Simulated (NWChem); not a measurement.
CH6BNO; SMILES CNBO

```xyz
10

B     -0.6263     0.8184     0.0000
H     -1.6908     1.3938     0.0000
N     -0.6246    -0.5917     0.0000
C      0.4983    -1.4894     0.0000
H     -1.5267    -1.0500     0.0000
H      0.5195    -2.1414    -0.8911
H      0.5195    -2.1414     0.8911
H      1.4445    -0.9262     0.0000
O      0.4964     1.5947     0.0000
H      1.3179     1.0943     0.0000
```
Atoms are numbered in this order, from 1.

All runs: NWChem. Pople sets run with spherical d functions. STO-3G and 3-21G are far too small for this property and stand as cheap habits. Structure relaxed at the PBE0/def2-SVP level. B3LYP is NWChem's, with the RPA form of VWN correlation. GIAO values for the isolated, static molecule; σ is the absolute isotropic shielding, δ = σ(reference) − σ with the isolated reference molecule computed at the same levels (13C: tetramethylsilane, 1H: tetramethylsilane, 15N: ammonia, 17O: water).

Q: Order these runs by computing time, cheapest first, and give rough ratios: Hartree-Fock/STO-3G; Hartree-Fock/6-31G*; B3LYP/6-311G**.

A: Hartree-Fock/STO-3G (1), Hartree-Fock/6-31G* (6), B3LYP/6-311G** (20). Ratios are rough, from one shared machine; the cheapest took roughly 4 core-seconds. What differs between the cheapest and the dearest: δ H2 (ppm) 4.12 → 4.06; δ N3 (ppm) 19.7 → 88.6; δ C4 (ppm) 31.8 → 26.1; δ H5 (ppm) 1.55 → 2.36.
